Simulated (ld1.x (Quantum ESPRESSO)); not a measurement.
## phosphorus PAW: all-electron and pseudo phase curves

- Element: phosphorus
- Generator: ld1.x (Quantum ESPRESSO) 7.5
- Type: PAW
- Functional: LDA (PZ)
- Relativity: scalar-relativistic
- Frozen core: [Ne]
- Valence charge: 5
- Reference configuration: 3s2 3p2 (charge +1)
- Partial waves: 3s (bound): rcut 1.10, rcutus 1.45 bohr; 3s channel at 0.05 Ry: rcut 1.10, rcutus 1.45 bohr; 3p (bound): rcut 1.35, rcutus 1.65 bohr; 3p channel at -0.4 Ry: rcut 1.35, rcutus 1.65 bohr; 3d channel at 0.45 Ry: rcut 1.30, rcutus 1.65 bohr; 3d channel at 2.95 Ry: rcut 1.30, rcutus 1.65 bohr
- Local potential: all-electron potential smoothed inside 1.55 bohr (lloc = -2)
- Core correction: Bessel-smoothed model core inside 1.50 bohr
- Augmentation charge: PSQ, inside the norm-conserving radii

The phase is arctan(r·u′/u) with u = r·R(r), unwrapped; energies in Ry, scanned from -4 to 5 Ry. A pole is an energy at which the radial function vanishes at the test radius. The pseudo phase is shifted by a multiple of π to meet the all-electron one at the reference energy, and phase errors are pseudo minus all-electron; the curves can meet again beyond the range given. Levels narrower than the energy grid can be missing from the lists of poles.

Problem. For each channel, where are the poles, and over which energies does the pseudopotential scatter like the atom?

Solution.

| channel | radius (bohr) | reference energy (Ry) | poles, all-electron | poles, pseudo | unbroken range about the reference energy with phases within 0.05 rad | phase error 1 Ry above the reference energy (rad) |
| --- | --- | --- | --- | --- | --- | --- |
| s | 1.80 | -1.71 | 1.68 | 1.68 | the whole range | +0.000 |
| p | 1.80 | -1.05 | 2.72 | 2.69 | the whole range | -0.000 |
| d | 1.80 | 0.45 | 3.36 | 3.36 | the whole range | +0.000 |

Phases in the s channel:

```tsv
E (Ry)	all-electron	pseudo
-4.00	1.074	1.074
-3.76	1.029	1.029
-3.52	0.973	0.972
-3.28	0.900	0.900
-3.04	0.805	0.805
-2.80	0.677	0.677
-2.56	0.501	0.501
-2.32	0.263	0.263
-2.08	-0.035	-0.035
-1.84	-0.356	-0.356
-1.60	-0.641	-0.641
-1.36	-0.863	-0.863
-1.12	-1.026	-1.026
-0.88	-1.145	-1.145
-0.64	-1.234	-1.234
-0.40	-1.303	-1.303
-0.16	-1.357	-1.357
0.08	-1.401	-1.401
0.32	-1.438	-1.438
0.56	-1.469	-1.469
0.80	-1.496	-1.496
1.04	-1.519	-1.519
1.28	-1.540	-1.540
1.52	-1.559	-1.559
1.76	-1.576	-1.577
2.00	-1.592	-1.593
2.24	-1.607	-1.608
2.48	-1.622	-1.623
2.72	-1.636	-1.637
2.96	-1.649	-1.651
3.20	-1.662	-1.664
3.44	-1.675	-1.678
3.68	-1.689	-1.692
3.92	-1.702	-1.707
4.16	-1.716	-1.722
4.40	-1.731	-1.739
4.64	-1.746	-1.757
4.88	-1.762	-1.776
```
